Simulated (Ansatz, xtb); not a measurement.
## CH6OSSi: which of two isomers lies lower

We compare I, `C[Si@@H](O)S`, a singlet, with II, `CS[SiH2]O`, a singlet. Both are isolated molecules in the gas phase, relaxed with B3LYP-D3(BJ)/def2-SVP; the shapes shown needn't be the lowest conformers.

I (Å):

```json
{"atom": "C", "x (Å)": "-1.5203", "y (Å)": "-1.1569", "z (Å)": "0.2863"}
{"atom": "O", "x (Å)": "-2.6755", "y (Å)": "0.9083", "z (Å)": "1.8332"}
{"atom": "S", "x (Å)": "-0.2848", "y (Å)": "1.8476", "z (Å)": "-0.0809"}
{"atom": "Si", "x (Å)": "-2.0367", "y (Å)": "0.6321", "z (Å)": "0.3159"}
{"atom": "H", "x (Å)": "-1.1706", "y (Å)": "-1.4476", "z (Å)": "-0.7161"}
{"atom": "H", "x (Å)": "-2.3666", "y (Å)": "-1.8038", "z (Å)": "0.5675"}
{"atom": "H", "x (Å)": "-0.7044", "y (Å)": "-1.3326", "z (Å)": "1.0052"}
{"atom": "H", "x (Å)": "-3.0356", "y (Å)": "0.9645", "z (Å)": "-0.7407"}
{"atom": "H", "x (Å)": "-2.8177", "y (Å)": "1.8268", "z (Å)": "2.0904"}
{"atom": "H", "x (Å)": "-0.9778", "y (Å)": "2.8671", "z (Å)": "-0.6377"}
```

II (Å):

```xyz
10

C    -2.7805   -0.9181   -1.2781
O    -2.5401    1.9862    0.6992
S    -1.2455    0.0773   -1.4930
Si   -1.9928    1.9909   -0.8786
H    -3.2007   -0.7738   -0.2735
H    -3.5303   -0.6506   -2.0362
H    -2.5005   -1.9724   -1.4044
H    -3.1814    2.3953   -1.6700
H    -0.8431    2.9136   -1.0953
H    -1.9021    1.7059    1.3674
```

**Question.** Estimate E(II) − E(I) at the level CCSD(T)/def2-SVP + ΔMP2/def2-TZVPP.

**Answer.** Calculated at CCSD(T)/def2-SVP + ΔMP2/def2-TZVPP: E(II) − E(I) = +14.5 kcal/mol, so structure I lies lower.

Level by level:

```json
{"level": "GFN2-xTB", "geometry": "GFN2-xTB", "E(II) − E(I) (kcal/mol)": "−0.4", "departure from the last row (kcal/mol)": "−14.9", "job, with rough time for the two": "optimisation, 0.41 s"}
{"level": "HF/STO-3G", "geometry": "GFN2-xTB", "E(II) − E(I) (kcal/mol)": "+8.2", "departure from the last row (kcal/mol)": "−6.3", "job, with rough time for the two": "single point, 0.24 s"}
{"level": "r2SCAN-D4/def2-SVP", "geometry": "GFN2-xTB", "E(II) − E(I) (kcal/mol)": "+13.9", "departure from the last row (kcal/mol)": "−0.6", "job, with rough time for the two": "single point, 1.9 s"}
{"level": "B3LYP-D3(BJ)/def2-SVP", "geometry": "B3LYP-D3(BJ)/def2-SVP", "E(II) − E(I) (kcal/mol)": "+13.9", "departure from the last row (kcal/mol)": "−0.7", "job, with rough time for the two": "optimisation, 43 s"}
{"level": "HF/def2-SVP", "geometry": "B3LYP-D3(BJ)/def2-SVP", "E(II) − E(I) (kcal/mol)": "+14.7", "departure from the last row (kcal/mol)": "+0.2", "job, with rough time for the two": "part of the CCSD(T) run"}
{"level": "MP2/def2-SVP", "geometry": "B3LYP-D3(BJ)/def2-SVP", "E(II) − E(I) (kcal/mol)": "+14.6", "departure from the last row (kcal/mol)": "+0.1", "job, with rough time for the two": "part of the CCSD(T) run"}
{"level": "CCSD(T)/def2-SVP", "geometry": "B3LYP-D3(BJ)/def2-SVP", "E(II) − E(I) (kcal/mol)": "+14.1", "departure from the last row (kcal/mol)": "−0.5", "job, with rough time for the two": "single point"}
{"level": "CCSD(T)/def2-SVP + ΔMP2/def2-TZVPP", "geometry": "B3LYP-D3(BJ)/def2-SVP", "E(II) − E(I) (kcal/mol)": "+14.5", "departure from the last row (kcal/mol)": "", "job, with rough time for the two": "single point, 11 s"}
```

As drawn, II has 1 C–S, 1 Si–H in place of 1 C–Si, 1 S–H.

GFN2-xTB finds them nearly level. The largest departure from CCSD(T)/def2-SVP + ΔMP2/def2-TZVPP is that of GFN2-xTB, 14.9 kcal/mol. The last row adds to CCSD(T) the change of the MP2 difference between the two basis sets, here +0.5 kcal/mol.

With harmonic frequencies from B3LYP-D3(BJ)/def2-SVP (ideal gas, rigid rotor, one conformer each, 298.15 K, 1 atm): on the last row, ΔE + ΔZPE = +15.5, ΔH = +15.3, ΔG = +15.6 kcal/mol.

The correlated steps freeze 12 core orbitals. Programs: Ansatz 0.2.0, xtb 6.7.1; the last row on 2 threads of Intel(R) Xeon(R) 6975P-C (Granite Rapids) on a shared host.
